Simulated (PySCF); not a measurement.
**Polarisability and C₆ of F+ (fluorine, charge +1)**

[He] 2s2 2p4, high-spin 3P determinant. Computed with PySCF 2.14 in aug-cc-pwCVDZ (5s4p2d, 27 functions), with the non-relativistic Hamiltonian (point nucleus). Coupled (time-dependent) response in atomic units; α is the mean over directions. A double-zeta set is small for polarisabilities.

```json
{"method": "UHF", "mean α (bohr³)": "1.673", "α xx, yy, zz": "1.748, 1.524, 1.748", "C₆ (like pair)": "3.121", "S(−4)": "1.140"}
{"method": "PBE", "mean α (bohr³)": "1.768", "α xx, yy, zz": "1.816, 1.672, 1.816", "C₆ (like pair)": "3.356", "S(−4)": "1.315"}
{"method": "PBE0", "mean α (bohr³)": "1.735", "α xx, yy, zz": "1.791, 1.623, 1.791", "C₆ (like pair)": "3.278", "S(−4)": "1.240"}
{"method": "revPBE", "mean α (bohr³)": "1.774", "α xx, yy, zz": "1.822, 1.679, 1.822", "C₆ (like pair)": "3.373", "S(−4)": "1.326"}
{"method": "M06-L", "mean α (bohr³)": "1.816", "α xx, yy, zz": "1.905, 1.638, 1.905", "C₆ (like pair)": "3.493", "S(−4)": "1.439"}
```

S(−4) is the Cauchy moment in α(ω) = α(0) + S(−4) ω² + …

α(iu) at PBE0:

| u (hartree) | α(iu) (bohr³) |
| --- | --- |
| 0 | 1.735 |
| 0.0500 | 1.732 |
| 0.100 | 1.722 |
| 0.200 | 1.687 |
| 0.300 | 1.634 |
| 0.500 | 1.496 |
| 0.750 | 1.308 |
| 1.00 | 1.131 |
| 1.50 | 0.8428 |
| 2.00 | 0.6347 |
| 3.00 | 0.3831 |
| 5.00 | 0.1765 |

A single London oscillator, α(iu) = α/(1 + u²/ω²), gives C₆ = (3/4) ω α². Matching the computed C₆ needs ω = 4 × 3.278 / (3 × 1.735²) = 1.45 hartree.

For an ion, C₆ is the dispersion term alone; charge-induced terms of lower order in 1/R come first.

The components differ because the open shell of this determinant is not spherical; for a pure term their mean is the scalar polarisability.
